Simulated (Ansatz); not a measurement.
Cl2F2Ga2H2 (`[Cl][Ga@H-]1[F+][Ga@@H-]([Cl])[F+]1`), 8 atoms. Charge 0, multiplicity 1. Correlated methods include outer-core shells of Ga, which these sets cover unevenly. Scalar relativity is left out up to krypton. All runs use 4 threads of an Intel Xeon on a shared host. Correlated methods freeze the cores.

(1) How many basis functions does each run have, and how long does it take in Ansatz? RKS LC-ωPBE/def2-TZVPP energy; RHF-MP2/def2-QZVPP energy; RKS ωB97X-V/def2-TZVPP energy; RKS ωB97M-V/def2-QZVPP energy; RKS PBE0-D4/def2-SVP energy; RHF-MP2/def2-TZVPP energy; RKS SPW92 (LDA)/def2-TZVPP energy; RKS PBE0-D4/def2-QZVPP energy; RKS PBE0-D4/def2-TZVP relaxation (9 steps); RHF-CCSD(T)/def2-SVP energy; RKS PBE0-D4/def2-TZVP frequencies; direct RPA on PBE orbitals/def2-TZVPP energy. (Estimate.)

Answers

(1) Ansatz gave: Other jobs shared the machine, so times are rough.

```csv
level,job,functions,wall time,peak host memory (GiB)
RKS PBE0-D4/def2-SVP,energy,138,5.5 s,0.41
RKS SPW92 (LDA)/def2-TZVPP,energy,270,9.6 s,0.48
RKS LC-ωPBE/def2-TZVPP,energy,270,13 s,0.71
direct RPA on PBE orbitals/def2-TZVPP,energy,270,15 s,0.72
RHF-MP2/def2-TZVPP,energy,270,23 s,0.86
RKS ωB97X-V/def2-TZVPP,energy,270,30 s,1.6
RKS PBE0-D4/def2-QZVPP,energy,492,37 s,3.2
RHF-CCSD(T)/def2-SVP,energy,138,51 s,0.89
RKS ωB97M-V/def2-QZVPP,energy,492,72 s,3.1
RHF-MP2/def2-QZVPP,energy,492,2.2 min,3.4
RKS PBE0-D4/def2-TZVP,relaxation (9 steps),244,4 min,1.1
RKS PBE0-D4/def2-TZVP,frequencies,244,9.4 min,1.1
```

LC-ωPBE has ω = 0.4 bohr⁻¹.
